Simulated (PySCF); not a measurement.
# Unknown compound

The spectra below were simulated for a compound C$_{8}$H$_{10}$O.

$^{1}$H NMR (300 MHz, computed): δ 2.85 (m, 1H), 2.69 (m, 1H), 2.36 (m, 1H), 1.95 (d, 1H), 1.73 (m, 1H), 1.59 (m, 1H), 1.52 (m, 1H), 1.36 (m, 1H), 1.36 (m, 1H), 0.96 (m, 1H).

$^{13}$C{$^{1}$H} NMR (computed): δ 88.8, 75.2, 53.9, 49.5, 31.4, 27.3, 25.5, 23.6.

How the numbers were obtained: structure optimised with PBE0-D3(BJ)/def2-SVP, GIAO PBE0/pcSseg-1 shieldings, in PySCF (single conformer, relativity neglected, no solvent).

Referencing at the same level of theory: $^{1}$H (31.27 ppm) and $^{13}$C (184.41 ppm) vs TMS.

Question: What is the structure?

Answer: 
- The formula gives 4 degrees of unsaturation (2 rings in the answer).
- 8 carbon signals for 8 carbons: no two carbons are equivalent.
- Carbon types of the structure: 1 × C, 4 × CH, 3 × CH2, which accounts for all hydrogens.
- δC 88.8: alkyne carbon; the triple bond shields along its axis, which puts it between sp3 and sp2 carbons.
- δC 75.2: terminal alkyne carbon; sp carbons lie upfield of alkene carbons because the cylindrical π system leaves one tensor component strongly shielded.
- δC 53.9, 49.5: epoxide ring carbon; the inductive effect lowers its shielding.
- δC 31.4: propargylic sp3 CH; saturated and bonded to C and H only.
- δC 27.3, 25.5, 23.6: sp3 CH2 in a ring; aliphatic region, no heteroatom directly attached.
- δH 2.85, 2.69: hydrogen on an epoxide ring carbon; its carbon carries O, which withdraws density.
- δH 1.95: hydrogen on a terminal alkyne carbon; it lies on the axis of the triple bond, in its shielding cone.

These data were computed for SMILES C#C[C@@H]1CCC[C@@H]2O[C@H]12.

The data come from this structure; uniqueness wasn't tested.

Shifts are as computed. Against solution values, carbons near 30 ppm lie about +2 ppm off and those near 130 ppm about +5 ppm. Of 1211 compounds with measured shifts, 218 miss one by over three times the rms of a fit or turn the order of signals round; such compounds aren't used in these exercises. No couplings were computed; multiplicities are counted from neighbouring protons, with m where these are inequivalent, close in shift, in a saturated or five-membered ring or joined by F or P, and br s for small geminal =CH2 splittings.
